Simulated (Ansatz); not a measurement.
V2O7H4⁺. The state is a doublet with charge 1. Geometry PBE-D4/def2-SVP, that of the neutral singlet.

```tsv
atom	x (Å)	y (Å)	z (Å)
V1	1.8709	0.3642	-0.5728
V2	-0.4991	-0.4318	0.4708
O3	0.1408	1.0263	-0.2246
O4	2.9105	0.7815	0.5392
O5	2.5858	0.6264	-2.1902
O6	0.9168	-1.2467	0.2757
O7	-2.4483	0.7023	0.1112
O8	-0.9678	-0.5068	2.1607
O9	2.3263	-0.7475	-1.9757
H10	-0.3974	-0.9386	2.8275
H11	-2.9649	0.2575	-0.5886
H12	-1.3616	-1.4080	-0.5244
H13	-2.1120	1.5212	-0.3088
```

The structure holds one bond between oxygen atoms, so isomers without such links may lie far lower. At HF/def2-TZVP the charge 1 doublet is spin-contaminated (final ⟨S²⟩ up to 2.10, 0.75 for a pure state). At PBE-D4/def2-TZVP the gap within one spin of the charge 1 doublet nearly closes, so an electron or hole may be smeared out by delocalisation error. The structure comes from a short search, and lower isomers may exist.

(1) Estimate the α-spin orbital energies around the gap (eV) in Ansatz with HF/def2-TZVP, PBE-D4/def2-TZVP, PBE0-D4/def2-TZVP.

Answers

(1) 
| orbital | HF/def2-TZVP | PBE-D4/def2-TZVP | PBE0-D4/def2-TZVP |
| --- | --- | --- | --- |
| HOMO−5 | -20.00 | -13.79 | -15.72 |
| HOMO−4 | -19.79 | -13.73 | -15.54 |
| HOMO−3 | -19.73 | -13.63 | -15.33 |
| HOMO−2 | -18.80 | -13.29 | -14.92 |
| HOMO−1 | -18.44 | -12.91 | -14.47 |
| HOMO | -18.18 | -12.21 | -13.71 |
| LUMO | -3.75 | -10.26 | -9.41 |
| LUMO+1 | -2.68 | -9.23 | -8.29 |
| LUMO+2 | -2.40 | -9.02 | -8.03 |
| LUMO+3 | -2.14 | -8.76 | -7.91 |
| LUMO+4 | -1.81 | -8.40 | -7.60 |
| LUMO+5 | -1.73 | -8.15 | -7.33 |
| β HOMO | -17.47 | -12.16 | -13.70 |
| β LUMO | -5.23 | -12.09 | -10.96 |
